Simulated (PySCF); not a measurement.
Ionisation energy of Mn by level of theory

Mn [Ar] 3d5 4s2 (6S) → Mn⁺ [Ar] 3d5 4s1 (7S), as a difference of total energies. All numbers are calculated (PySCF 2.14, the non-relativistic Hamiltonian (point nucleus), in def2-SVP (5s3p2d1f, 31 functions)). Correlated levels: valence: [Ar] frozen. The calculations carry no spin-orbit coupling.

| method | ionisation energy (eV) | difference from reference (eV) |
| --- | --- | --- |
| UHF | 5.954 | -1.480 |
| B3LYP | 7.478 | +0.044 |
| LDA | 7.451 | +0.017 |
| MP2 (valence) | 6.603 | -0.831 |
| SCS-MP2 (valence) | 6.723 | -0.711 |

Reference: 7.434 eV (measured; NIST Atomic Spectra Database, ionization energies).

These non-relativistic numbers lack the scalar-relativistic shift.

Errors of the correlated levels include the incompleteness of this basis and the frozen core.

MP2 underrates the near-degeneracy of ns² with np² in the lower species.
